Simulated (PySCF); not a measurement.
# Radial density of Os²⁺ (osmium, charge +2)

UHF, [Xe] 4f14 5d5 6s1, high-spin 7S determinant (an excited configuration). All numbers are calculated (PySCF 2.14, a scalar-relativistic core potential, in aug-cc-pVTZ-PP with ECP60MDF (6s6p5d3f2g, 88 functions)). This is the valence pseudo-density: the core potential removes the inner electrons and smooths the orbitals near the nucleus.

```tsv
r (bohr)	4πr²ρ (e/bohr)	4πr²(ρα − ρβ)
0.134	1.721e-05	0.0000
0.225	0.0007125	0.0002
0.379	0.07564	0.0097
0.638	3.971	0.4296
1.07	12.71	3.1405
1.80	4.687	3.1472
3.04	0.7126	0.6969
5.11	0.02126	0.0213
8.59	1.341e-05	0.0000
```

Energies and moments cover only the electrons outside the core potential. Spin-orbit coupling, which splits the p, d and f shells strongly at this Z, is absent.
